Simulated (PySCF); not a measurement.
PySCF job for C4H8OSi, SMILES C1[SiH](C)CC1=O, B3LYP-D3(BJ)/def2-SVP. Geometry optimised at B3LYP-D3(BJ)/def2-SVP. This is a generated structure with no PubChem entry under its InChIKey; it may be hypothetical.

```python
import numpy as np
from pyscf import gto, scf, dft, df
from pyscf.hessian import thermo

mol = gto.M(
    atom='''
    C     2.55676734    0.34128938    0.00000000
    Si    0.86482042   -0.46992027   -0.00000000
    C    -0.46707544    0.20582788    1.20222799
    C    -1.42577353    0.16879589    0.00000000
    O    -2.60857456   -0.05489542   -0.00000000
    C    -0.46707544    0.20582788   -1.20222799
    H     2.46232079    1.43868351   -0.00000000
    H     3.13461187    0.04571673   -0.89053946
    H     3.13461187    0.04571672    0.89053945
    H     0.96076943   -1.95570019   -0.00000001
    H    -0.83959566   -0.29704209    2.10459325
    H    -0.21653476    1.25363414    1.44948109
    H    -0.21653477    1.25363414   -1.44948107
    H    -0.83959566   -0.29704208   -2.10459324
    ''',
    basis='def2-SVP',
    charge=0,
    spin=0,
    max_memory=1600,
    verbose=3,
)
mf = dft.RKS(mol, xc='b3lyp').density_fit(auxbasis='def2-universal-jkfit')
mf.disp = 'd3bj'
mf.grids.level = 3
mf.conv_tol = 1e-11
mf.max_cycle = 100
mf.kernel()

# [left out here: the lines that compute and print the analytic Hessian (its translational invariance restored by hand, since the grid's response is missing), thermochemistry and intensities]
```

Program output:

```
converged SCF energy = -521.727278481834

WARN: DFTD3 does not support analytical Hessian, using finite difference


WARN: Mole.unit (angstrom) is changed to Bohr

Mode                                 0                   1                   2
Irrep
Freq [cm^-1]                       82.4972            154.1414            173.2474
Reduced mass [au]                   4.0787              1.1380              2.1697
Force const [Dyne/A]                0.0164              0.0159              0.0384
Char temp [K]                     118.6950            221.7752            249.2645
Normal mode                   x     y     z       x     y     z       x     y     z
       0   C                -0.04  0.11 -0.00   -0.00  0.00  0.05    0.00 -0.00 -0.14
       1  Si                 0.03 -0.04  0.00   -0.00 -0.00 -0.04    0.00  0.00  0.07
       2   C                 0.00 -0.10  0.00    0.02 -0.01 -0.01   -0.05 -0.04  0.05
       3   C                 0.00 -0.01 -0.00    0.00  0.00  0.01    0.00  0.00 -0.00
       4   O                -0.03  0.15 -0.00    0.00 -0.00  0.03   -0.00 -0.00 -0.07
       5   C                 0.00 -0.10 -0.00   -0.02  0.01 -0.01    0.05  0.04  0.05
       6   H                -0.14  0.10 -0.00   -0.00  0.00 -0.43    0.00 -0.00 -0.42
       7   H                -0.01  0.16 -0.00    0.27 -0.38  0.35   -0.06 -0.23 -0.10
       8   H                -0.01  0.16  0.00   -0.27  0.38  0.35    0.06  0.23 -0.10
       9   H                 0.14 -0.03  0.00   -0.00 -0.00 -0.06   -0.00  0.00  0.08
      10   H                -0.01 -0.15 -0.03    0.04 -0.02 -0.01   -0.07 -0.13 -0.01
      11   H                -0.01 -0.11  0.08    0.03 -0.02 -0.01   -0.10 -0.05  0.14
      12   H                -0.01 -0.11 -0.08   -0.03  0.02 -0.01    0.10  0.05  0.14
      13   H                -0.01 -0.15  0.03   -0.04  0.02 -0.01    0.07  0.13 -0.01
Mode                                 3                   4                   5
Irrep
Freq [cm^-1]                      211.1419            383.3866            463.5242
Reduced mass [au]                   2.9959              1.9435              2.1296
Force const [Dyne/A]                0.0787              0.1683              0.2696
Char temp [K]                     303.7861            551.6080            666.9081
Normal mode                   x     y     z       x     y     z       x     y     z
       0   C                -0.11  0.06 -0.00   -0.04 -0.02  0.00   -0.00  0.00 -0.00
       1  Si                -0.03 -0.09  0.00   -0.05  0.04  0.00   -0.00 -0.00 -0.03
       2   C                 0.04  0.05 -0.00    0.00 -0.03  0.05    0.03 -0.01  0.08
       3   C                 0.05  0.06 -0.00    0.06  0.09 -0.00    0.00  0.00  0.08
       4   O                 0.06 -0.03 -0.00    0.09 -0.03  0.00    0.00 -0.00 -0.13
       5   C                 0.04  0.05  0.00    0.00 -0.03 -0.05   -0.03  0.01  0.08
       6   H                -0.30  0.05 -0.00    0.01 -0.01  0.00   -0.00  0.00 -0.02
       7   H                -0.07  0.16 -0.00   -0.06 -0.05 -0.00   -0.01 -0.01 -0.00
       8   H                -0.07  0.16  0.00   -0.06 -0.05  0.00    0.01  0.01 -0.00
       9   H                -0.04 -0.09  0.00   -0.07  0.04  0.00   -0.00 -0.00 -0.21
      10   H                -0.01  0.14  0.03   -0.08 -0.28 -0.12    0.09  0.23  0.25
      11   H                 0.19  0.03 -0.08   -0.01 -0.10  0.35    0.19  0.02 -0.18
      12   H                 0.19  0.03  0.08   -0.01 -0.10 -0.35   -0.19 -0.02 -0.18
      13   H                -0.01  0.14 -0.03   -0.08 -0.28  0.12   -0.09 -0.23  0.25
Mode                                 6                   7                   8
Irrep
Freq [cm^-1]                      519.0583            526.9802            618.1028
Reduced mass [au]                   1.6570              3.8561              3.3152
Force const [Dyne/A]                0.2630              0.6309              0.7463
Char temp [K]                     746.8093            758.2072            889.3123
Normal mode                   x     y     z       x     y     z       x     y     z
       0   C                -0.00 -0.00 -0.01   -0.10 -0.03 -0.00    0.00 -0.00 -0.02
       1  Si                -0.00  0.00 -0.04   -0.05  0.07  0.00    0.00 -0.00 -0.08
       2   C                 0.06  0.07  0.05    0.07 -0.03  0.00   -0.12  0.05  0.06
       3   C                 0.00 -0.00  0.03    0.06 -0.14 -0.00    0.00 -0.00  0.04
       4   O                 0.00  0.00 -0.08    0.04  0.05  0.00   -0.00  0.00  0.03
       5   C                -0.06 -0.07  0.05    0.07 -0.03 -0.00    0.12 -0.05  0.06
       6   H                -0.00 -0.00  0.10   -0.06 -0.03 -0.00   -0.00 -0.00  0.03
       7   H                 0.15  0.08  0.06   -0.12 -0.06 -0.00    0.09  0.03  0.03
       8   H                -0.15 -0.08  0.06   -0.12 -0.06  0.00   -0.09 -0.03  0.03
       9   H                -0.00  0.00  0.34   -0.14  0.06 -0.00   -0.00 -0.00 -0.15
[...]
       6   H                -0.02  0.00 -0.00    0.00 -0.00  0.71    0.36 -0.01 -0.00
       7   H                 0.03 -0.03  0.03   -0.08 -0.46  0.05   -0.35  0.37 -0.38
       8   H                 0.03 -0.03 -0.03    0.08  0.46  0.05   -0.35  0.37  0.38
       9   H                 0.00  0.00  0.00   -0.00 -0.00  0.02   -0.01 -0.00 -0.00
      10   H                 0.11  0.39  0.23   -0.00 -0.01 -0.00    0.02  0.03  0.02
      11   H                -0.08 -0.11  0.46    0.01  0.00 -0.01   -0.01 -0.01  0.04
      12   H                -0.08 -0.11 -0.46   -0.01 -0.00 -0.01   -0.01 -0.01 -0.04
      13   H                 0.11  0.39 -0.23    0.00  0.01 -0.00    0.02  0.03 -0.02
Mode                                27                  28                  29
Irrep
Freq [cm^-1]                     1857.0307           2233.9532           3030.4245
Reduced mass [au]                  11.9478              1.0417              1.0352
Force const [Dyne/A]               24.2759              3.0629              5.6011
Char temp [K]                    2671.8537           3214.1613           4360.1062
Normal mode                   x     y     z       x     y     z       x     y     z
       0   C                -0.00  0.00 -0.00    0.00  0.00 -0.00   -0.04 -0.02 -0.00
       1  Si                 0.00  0.00 -0.00    0.00 -0.03 -0.00    0.00  0.00 -0.00
       2   C                 0.01  0.00  0.00   -0.00  0.00  0.00   -0.00 -0.00 -0.00
       3   C                -0.22 -0.04 -0.00   -0.00 -0.00  0.00   -0.00  0.00 -0.00
       4   O                 0.15  0.03  0.00    0.00  0.00  0.00    0.00 -0.00  0.00
       5   C                 0.01  0.00 -0.00   -0.00  0.00 -0.00   -0.00 -0.00  0.00
       6   H                 0.00  0.00 -0.00   -0.01 -0.01 -0.00   -0.06  0.55  0.00
       7   H                -0.00 -0.00 -0.00   -0.00 -0.00 -0.00    0.29 -0.16 -0.47
       8   H                -0.00 -0.00  0.00   -0.00 -0.00  0.00    0.29 -0.16  0.47
       9   H                -0.01 -0.01  0.00   -0.06  0.98 -0.00   -0.00 -0.00  0.00
      10   H                -0.05 -0.01 -0.02    0.00 -0.00  0.00   -0.00 -0.00  0.00
      11   H                 0.03 -0.00  0.00    0.00 -0.00 -0.00    0.00  0.00  0.00
      12   H                 0.03 -0.00 -0.00    0.00 -0.00  0.00    0.00  0.00 -0.00
      13   H                -0.05 -0.01  0.02    0.00 -0.00 -0.00   -0.00 -0.00 -0.00
Mode                                30                  31                  32
Irrep
Freq [cm^-1]                     3038.0613           3043.8506           3121.7182
Reduced mass [au]                   1.0665              1.0673              1.1022
Force const [Dyne/A]                5.7999              5.8264              6.3287
Char temp [K]                    4371.0938           4379.4234           4491.4574
Normal mode                   x     y     z       x     y     z       x     y     z
       0   C                 0.00  0.00 -0.00    0.00 -0.00 -0.00   -0.00  0.00  0.09
       1  Si                -0.00 -0.00  0.00    0.00  0.00  0.00   -0.00  0.00  0.00
       2   C                -0.01 -0.04 -0.03    0.01  0.04  0.03    0.00 -0.00 -0.00
       3   C                 0.00 -0.00  0.00   -0.00  0.00  0.00    0.00  0.00  0.00
       4   O                 0.00 -0.00 -0.00   -0.00  0.00 -0.00   -0.00 -0.00 -0.00
       5   C                 0.01  0.04 -0.03    0.01  0.04 -0.03   -0.00  0.00 -0.00
       6   H                 0.00 -0.00 -0.00   -0.00  0.01 -0.00    0.00 -0.00  0.02
       7   H                -0.00  0.00  0.00   -0.00 -0.00  0.00    0.36 -0.18 -0.54
       8   H                 0.00 -0.00  0.00   -0.00 -0.00 -0.00   -0.36  0.18 -0.54
       9   H                -0.00  0.00 -0.00    0.00 -0.00 -0.00   -0.00 -0.00 -0.00
      10   H                -0.08 -0.11  0.17    0.08  0.11 -0.18    0.00 -0.00 -0.00
      11   H                 0.15  0.61  0.14   -0.15 -0.61 -0.14    0.00  0.00  0.00
      12   H                -0.15 -0.61  0.14   -0.15 -0.61  0.14   -0.00 -0.00  0.00
      13   H                 0.08  0.11  0.17    0.08  0.11  0.18   -0.00  0.00 -0.00
Mode                                33                  34                  35
Irrep
Freq [cm^-1]                     3125.6624           3145.5024           3147.1590
Reduced mass [au]                   1.1029              1.0993              1.0985
Force const [Dyne/A]                6.3486              6.4085              6.4102
Char temp [K]                    4497.1322           4525.6776           4528.0612
Normal mode                   x     y     z       x     y     z       x     y     z
       0   C                -0.04  0.08 -0.00   -0.00  0.00  0.00   -0.00  0.00  0.00
       1  Si                -0.00  0.00 -0.00   -0.00  0.00 -0.00   -0.00  0.00  0.00
       2   C                -0.00 -0.00  0.00    0.02  0.04 -0.04    0.02  0.04 -0.04
       3   C                -0.00 -0.00  0.00    0.00  0.00 -0.00    0.00  0.00  0.00
       4   O                 0.00  0.00 -0.00   -0.00 -0.00  0.00   -0.00 -0.00 -0.00
       5   C                -0.00 -0.00 -0.00    0.02  0.04  0.04   -0.02 -0.04 -0.04
       6   H                 0.06 -0.78 -0.00    0.00 -0.01 -0.00    0.00 -0.00  0.00
       7   H                 0.20 -0.09 -0.31    0.00 -0.00 -0.00    0.00 -0.00 -0.00
       8   H                 0.20 -0.09  0.31    0.00 -0.00  0.00   -0.00  0.00 -0.00
       9   H                -0.00 -0.01  0.00    0.00 -0.00  0.00    0.00 -0.00 -0.00
      10   H                 0.00  0.00 -0.01   -0.22 -0.29  0.52   -0.22 -0.29  0.53
      11   H                 0.00 -0.00 -0.00   -0.04 -0.20 -0.05   -0.04 -0.20 -0.05
      12   H                 0.00 -0.00  0.00   -0.04 -0.20  0.05    0.04  0.19 -0.05
      13   H                 0.00  0.00  0.01   -0.22 -0.29 -0.52    0.22  0.29  0.52
temperature 298.1500 [K]
pressure 101325.00 [Pa]
Rotational constants [GHz] 7.45990 1.77863 1.60254
Symmetry number 1
Zero-point energy (ZPE) 0.10771 [Eh]   282781.100 [J/mol]
                           tot       elec      trans        rot        vib
Entropy [J/mol/K]       349.676      0.000    166.204    113.454     70.019
Cv [J/mol/K]            115.527      0.000     12.472     12.472     90.584
Cp [J/mol/K]            123.842      0.000     20.786     12.472     90.584
Internal energy [J/mol]                      3718.434   3718.434 294904.821
Internal energy [Eh]   -521.61212  -521.72728
Enthalpy [J/mol]                             6197.391   3718.434 294904.821
Enthalpy [Eh]          -521.61118
Gibbs free energy [J/mol]                  -43356.332 -30107.762 274028.741
Gibbs free energy [Eh] -521.65089
mode   freq/cm-1   IR/(km/mol)
   1       82.50         3.779
   2      154.14         0.110
   3      173.25         1.396
   4      211.14         1.063
   5      383.39         3.625
   6      463.52         2.363
   7      519.06         1.566
   8      526.98         6.558
   9      618.10         7.541
  10      623.86         2.076
  11      698.26         1.712
  12      721.66         8.584
  13      728.13        29.735
  14      792.94        28.976
  15      840.91        60.395
  16      866.82        28.241
  17      913.64         7.731
  18      913.76       128.618
  19     1048.46        43.726
  20     1098.38        48.360
  21     1121.64         3.872
  22     1133.64       106.696
  23     1273.34        15.663
  24     1371.67        26.214
  25     1389.67         8.859
  26     1431.67         2.230
  27     1433.42         5.430
  28     1857.03       299.795
  29     2233.95       117.337
  30     3030.42         2.493
  31     3038.06         0.012
  32     3043.85         2.204
  33     3121.72         2.768
  34     3125.66         4.019
  35     3145.50         1.749
  36     3147.16         2.233
max |gradient| / (hartree/bohr): 3.6577374588973215e-05
APT charges: [-0.3375  1.1506 -0.4067  0.8104 -0.6959 -0.4067  0.0165  0.017   0.017
 -0.2732  0.0176  0.0366  0.0366  0.0176]
```

The run converged.
